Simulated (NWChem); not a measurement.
System: CH₃ClGeO₂; SMILES O=[CH][Ge@@H]([OH])[Cl]

```xyz
8

O      0.5016    -2.2762     0.6006
C      0.7471    -1.5184    -0.3009
Ge    -0.3941     0.1241    -0.4036
O     -1.5710    -0.1738     0.8706
Cl     0.9194     1.7691     0.1021
H      1.5967    -1.7091    -1.0063
H     -1.1219     0.4880    -1.6992
H     -1.2433    -0.8986     1.4247
```
Atoms are numbered in this order, from 1.

Computed with NWChem. STO-3G and 3-21G are far too small for this property and stand as cheap habits. Geometry: optimised at PBE0/def2-SVP. GIAO values for the isolated, static molecule; σ is the absolute isotropic shielding, δ = σ(reference) − σ with the isolated reference molecule computed at the same levels (13C: tetramethylsilane, 1H: tetramethylsilane, 17O: water).

For level Hartree-Fock/STO-3G:

```yaml
"δ O1 (ppm)": 829.7
"δ C2 (ppm)": 169.5
"σ Ge3 (ppm)": 2312.9
"δ O4 (ppm)": -102.2
"σ Cl5 (ppm)": 1250.6
"δ H6 (ppm)": 12.27
"δ H8 (ppm)": -1.53
```

Q: What are these values for level BHandHLYP/pcSseg-1?

A: 
| Item | Value |
|---|---|
| δ O1 (ppm) | 878.6 |
| δ C2 (ppm) | 232.1 |
| σ Ge3 (ppm) | 1415.3 |
| δ O4 (ppm) | 24.4 |
| σ Cl5 (ppm) | 933.4 |
| δ H6 (ppm) | 11.16 |
| δ H8 (ppm) | 3.30 |
